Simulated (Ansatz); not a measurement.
Species: TeBr$_{2}$ (charge -1, doublet). 
Structure (B3LYP-D3(BJ)/def2-TZVP (Ansatz, a quantum-chemistry and plane-wave program) minimum search):
```
Te
Br 1 2.7729
Br 1 2.7729 2 171.93
```
Charge -1, spin multiplicity 2.

Basis-set convergence of Hartree-Fock and MP2 correlation energies (hartree) with Ansatz. Cores are frozen in the correlated levels unless marked. Open shells are spin-unrestricted. No spin-orbit coupling. The frozen core is the preceding noble-gas configuration, with the filled d and f shells of earlier blocks. Past Kr the def2 sets carry scalar-relativistic core potentials.

```json
[
 {"basis": "def2-SVPD", "functions": "117", "E(HF)": "-5411.33620", "E(corr, MP2)": "-0.34939"},
 {"basis": "def2-TZVPPD", "functions": "173", "E(HF)": "?", "E(corr, MP2)": "?"}
]
```

Q: What belongs in the gaps?

A: 
- def2-TZVPPD, E(HF): -5411.96849
- def2-TZVPPD, E(corr, MP2): -0.44998
